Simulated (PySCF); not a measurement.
A run for PySCF: D3(BJ) and D4 dispersion corrections on H2Se (SMILES [SeH2]).

```python
from pyscf import gto
from pyscf.dispersion import dftd3, dftd4

mol = gto.M(
    atom='''
    Se    0.48794727   -0.17006333    3.34786786
    H     0.44624067   -1.56909381    2.91022774
    H     0.74637511   -0.55461057    4.74624586
    ''',
    basis='def2-svp',
    charge=0, spin=0, verbose=0, max_memory=1800)
d3, d4 = {}, {}
for xc in ['hf', 'pbe', 'blyp', 'revpbe', 'tpss', 'r2scan', 'b3lyp', 'pbe0', 'bhlyp', 'camb3lyp', 'b2plyp']:
    d3[xc] = float(dftd3.DFTD3Dispersion(mol, xc=xc, version='d3bj', atm=False).get_dispersion()['energy'])
    print(f'D3(BJ) {xc:10s} {d3[xc]:14.8f} Eh')
for xc in ['hf', 'pbe', 'blyp', 'revpbe', 'tpss', 'r2scan', 'b3lyp', 'pbe0', 'bhlyp', 'camb3lyp', 'b2plyp']:
    d4[xc] = float(dftd4.DFTD4Dispersion(mol, xc={'camb3lyp': 'cam-b3lyp'}.get(xc, xc), atm=True).get_dispersion()['energy'])
    print(f'D4     {xc:10s} {d4[xc]:14.8f} Eh')
```

Program output:

```
D3(BJ) hf            -0.01054966 Eh
D3(BJ) pbe           -0.00088002 Eh
D3(BJ) blyp          -0.00196062 Eh
D3(BJ) revpbe        -0.00236450 Eh
D3(BJ) tpss          -0.00109760 Eh
D3(BJ) r2scan        -0.00021124 Eh
D3(BJ) b3lyp         -0.00159881 Eh
D3(BJ) pbe0          -0.00073827 Eh
D3(BJ) bhlyp         -0.00127513 Eh
D3(BJ) camb3lyp      -0.00065111 Eh
D3(BJ) b2plyp        -0.00073321 Eh
D4     hf            -0.00285831 Eh
D4     pbe           -0.00066245 Eh
D4     blyp          -0.00155350 Eh
D4     revpbe        -0.00242531 Eh
D4     tpss          -0.00090095 Eh
D4     r2scan        -0.00014287 Eh
D4     b3lyp         -0.00108614 Eh
D4     pbe0          -0.00053952 Eh
D4     bhlyp         -0.00077268 Eh
D4     camb3lyp      -0.00053593 Eh
D4     b2plyp        -0.00045192 Eh
```

The run finished.

Cost: roughly 0.06 core-seconds.
